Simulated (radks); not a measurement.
The numbers below are computed, except where a source is named.
Task: Spherical quantum dot in the effective-mass picture: electrons in a hard-walled sphere of radius 6.95, with a point charge +1 (a donor) at the centre, all in effective atomic units (hartree* = m*/eps^2 hartree, bohr* = eps/m* bohr), one dielectric constant everywhere. Level of theory: non-relativistic Kohn-Sham, PBEsol, spin-polarised, spherical densities (a radial shooting solver with Libxc functionals). Levels are named by radial order and angular momentum (1s, 1p, 1d, 2s, ...), and open shells are averaged over m. Results are scaled to m* = 0.041 and eps = 16.8, for which hartree* = 3.953 meV and bohr* = 21.68 nm. At N = 2 the configuration is 1s2. Does electron 3 go into 1p up or 2s up?

Result: Into 1p up. The total energies of the other choices lie higher by 0.194 meV (2s up).
